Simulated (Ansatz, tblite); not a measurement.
Cost and result up the ladder for SnHMe2I (C2H7ISn) (11 atoms). Total charge 0; singlet. Geometry: r2SCAN-D4/def2-SVP.

```xyz
11

Sn   -0.1395   -0.3664   -0.6363
H    -0.3454   -1.9568   -1.2541
C     1.8487   -0.0310    0.1155
H     2.0482   -0.7102    0.9583
H     1.9388    1.0101    0.4561
H     2.5819   -0.2151   -0.6820
C    -1.6754    0.1706    0.7719
H    -2.6632    0.0587    0.3037
H    -1.5376    1.2168    1.0795
H    -1.6150   -0.4816    1.6564
I    -0.4415    1.3048   -2.7691
```

Ansatz on 4 threads of Intel Xeon on a shared host; xTB runs through tblite on one thread. Times are rough, summed over both states, and most runs start from the orbitals of an earlier one. No level here is sound enough to serve as a yardstick. The other state is a triplet.

In the def2 sets I, Sn take a core potential; there is no spin–orbit coupling. The xTB rows come from tblite. HOMO above LUMO, or a gap near zero within one spin, warns that the state may not be the lowest or that an electron is smeared out.

xTB has no spin-polarisation term.

```
              level  functions  wall time  vertical triplet (eV)                                  remarks
           GFN2-xTB         33    0.043 s                   4.09                                        –
           GFN1-xTB         40      0.1 s                   4.53                                        –
   PBE-D4/def2-TZVP        204       33 s                   4.52  gap within one spin near zero (triplet)
r2SCAN-D4/def2-TZVP        204       47 s                   4.69                                        –
```
